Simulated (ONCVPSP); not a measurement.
Transferability test, ONCV potential for manganese

- Element: manganese
- Generator: ONCVPSP 4.0.1
- Type: optimised norm-conserving Vanderbilt (ONCV)
- Functional: LDA (Perdew-Zunger)
- Relativity: scalar-relativistic
- Frozen core: [Ne] 3s2
- Valence charge: 13
- Reference configuration: 3p6 3d5 4s1.75 4p0.25
- Partial waves: 4s: rc 2.65 bohr, ncon 4, nbas 8, qcut 2.7 1/bohr, 2 projectors, debl 2.3 Ha; 3p+4p: rc 1.65 bohr, ncon 5, nbas 9, qcut 10.4 1/bohr, 2 projectors; 3d: rc 1.35 bohr, ncon 4, nbas 8, qcut 11.4 1/bohr, local
- Local potential: the d channel
- Core correction: Teter function, fcfact 4.75, rcfact 1.4

Energies are relative to the spin-unpolarised reference configuration 3p6 3d5 4s1.75 4p0.25; without spin polarisation the order of configurations can differ from experiment.

```tsv
valence configuration	charge	ΔE all-electron (eV)	error AE − PS (meV)
3p6 3d5 4s1 4p0	+1	7.694	-3.5
3p6 3d6 4s0 4p0	+1	6.064	-76
```

Q: What are ΔE and the potential's error for 3p6 3d5 4s2 4p0?

A: ΔE = -0.960 eV all-electron; the error (AE − PS) is -0.2 meV.

Q: What are ΔE and the potential's error for 3p6 3d5 4s0 4p0?

A: ΔE = 23.571 eV all-electron; the error (AE − PS) is -29 meV.

Levels in the configuration 3p6 3d5 4s0 4p0:

```json
{"level": "3p", "all-electron (eV)": "-72.400", "pseudo (eV)": "-72.289"}
{"level": "3d", "all-electron (eV)": "-24.619", "pseudo (eV)": "-24.572"}
```

Note: ghosts flagged at negative energy: s at -120.2 eV; GHOST(+) flagged for s at 104.8 eV. A true bound ghost makes a file unfit for plane-wave use.
